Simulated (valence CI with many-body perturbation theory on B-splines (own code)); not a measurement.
Ru XIII: what each term of the Hamiltonian does

Computed by valence CI with perturbative core correlation (CI+MBPT): four valence electrons over a frozen Dirac-Fock core [Ar] 3d10, a basis of 11 s, 11 p, 9 d, 7 f, 5 g, 2 h, 1 i functions for each j, with the one-electron correlation potential Σ1 (screened to all orders), the two-electron term Σ2, the three-electron term Σ3, Breit, model QED; selected single and double excitations, second order for the rest, scaled by the run's own slope (own B-spline code, finite nucleus).

No measured levels were compared; by estimate levels hold to about 250 cm⁻¹ or 0.2 % of their energy and the worst to 1 %, as in measured heavy ions of charge 2 to 7; those with d or f electrons hold less well.

Each rung adds one term. CI alone is the Dirac-Coulomb CI over the frozen core; QED comes last and gives the full result, which names the levels. Energies are above 4s2 4p2 3P_0 on the same rung, in cm⁻¹.

Names give the largest LS component (configuration and term), which can be under half, so a name can repeat, a term be missing and a line seem to break the LS rules; names also repeat where a configuration has a term twice.

```tsv
Level	CI alone	Σ1	Σ2	Σ3	Breit	QED	Full
4s2 4p2 3P_1	25681	+445	+283	+33	-514	+70	25998
4s2 4p2 3P_2	37256	+511	+136	+10	-598	+76	37392
4s2 4p2 1D_2	73826	+957	+194	+1	-1076	+137	74039
4s2 4p2 1S_0	107752	+1010	-443	-129	-1027	+122	107284
4s 4p3 5S°_2	238044	+1257	+3396	+192	-332	-734	241824
4s 4p3 3D°_1	294062	+1309	+1179	+78	-283	-708	295638
4s 4p3 3D°_2	296186	+1401	+1508	+91	-422	-693	298070
4s 4p3 3D°_3	306514	+1580	+1651	+105	-676	-667	308508
4s 4p3 3P°_0	335836	+1637	+612	-1	-588	-677	336819
4s 4p3 3P°_1	339793	+1714	+525	+14	-701	-661	340684
4s 4p3 3P°_2	343991	+1765	+510	+39	-794	-632	344879
4s 4p3 1D°_2	381340	+1928	-846	+58	-1042	-542	380896
4s 4p3 3S°_1	397257	+1650	-6715	-97	-436	-732	390926
4s 4p3 1P°_1	437559	+2179	-5596	-106	-1048	-625	432363
4s2 4p 4d 3F°_2	446791	+1621	-31	+121	-1095	-16	447392
4s2 4p 4d 3F°_3	461642	+1829	+164	+128	-1417	+35	462382
4s2 4p 4d 3P°_2	489588	+1815	-4034	+2	-1209	-63	486099
4s2 4p 4d 3F°_4	485192	+2204	+543	+145	-1899	+95	486279
4s2 4p 4d 3D°_1	500385	+1796	-4513	-36	-1102	-33	496499
```

The middle columns are the shifts that each term adds.

(1) How does the ionisation energy move along the ladder, and which term matters most?

## Answers

(1) CI alone 271.83, + Σ1 272.96, + Σ2 272.84, + Σ3 272.77, + Breit 272.60, + QED 272.62 eV. The largest step is Σ1, 1.13 eV. NIST lists 271 ± 3 eV (theoretical).
